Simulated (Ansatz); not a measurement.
Total energies of C$_{2}$H$_{5}$F$_{2}$GaO, SMILES `CC[O][Ga]([F])[F]`.

Cartesian coordinates in Å:
```
C -0.514 -1.280 0.140
C -0.964 0.143 0.372
O -0.379 1.057 -0.545
Ga 1.352 1.335 -0.600
F 2.458 0.658 0.561
F 2.046 2.350 -1.818
H -1.033 -1.962 0.819
H 0.560 -1.386 0.326
H -0.728 -1.588 -0.886
H -2.045 0.228 0.225
H -0.752 0.444 1.405
```

Total charge 0; spin multiplicity 1. Correlated methods include outer-core shells of Ga, which these sets cover unevenly. Scalar relativity is left out up to krypton. The structure was optimised at the PBE0-D4/def2-TZVP level. It is one conformer, not always the lowest. Basis def2-TZVPP, the Gaussian-basis code of Ansatz.

RPA on PBE orbitals: Hartree–Fock energy of these orbitals -2275.80440 Eh, correlation -2.01044 Eh (frozen core).

```
 functional  energy without D4 (Eh)  D4 term (kJ/mol)
LDA (SPW92)             -2273.67020                 –
        PBE             -2278.57476             -20.8
     revPBE             -2278.98130             -63.9
     B97M-V             -2278.78170                 –
    r2SCANh             -2279.04030              -5.5
  CAM-B3LYP             -2279.25551             -17.9
    LC-ωPBE             -2278.79828                 –
    ωB97X-V             -2278.95538                 –
     B2PLYP             -2278.66049                 –
   PBE-QIDH             -2278.24967                 –
```

(1) Give the same for BLYP, r2SCAN, PBE0, B3LYP, r2SCAN0, HSE06 (plane-wave form), BHLYP, ωB97M-V. (An estimate is asked.)

B3LYP takes the VWN-RPA correlation (the form of Gaussian; ORCA's B3LYP/G). HSE06 is the plane-wave form, built on full-range PBE exchange. The double hybrids freeze the cores in their second-order part.

Answers

(1) Computed: 
| functional | energy without D4 (Eh) | D4 term (kJ/mol) |
| --- | --- | --- |
| BLYP | -2279.24705 | -45.7 |
| r2SCAN | -2279.07076 | -5.2 |
| PBE0 | -2278.62318 | -17.6 |
| B3LYP | -2279.29948 | -33.5 |
| r2SCAN0 | -2278.99693 | -6.1 |
| HSE06 (plane-wave form) | -2278.60683 | -16.4 |
| BHLYP | -2279.06086 | -25.6 |
| ωB97M-V | -2279.03031 | – |

LC-ωPBE has ω = 0.4 bohr⁻¹.
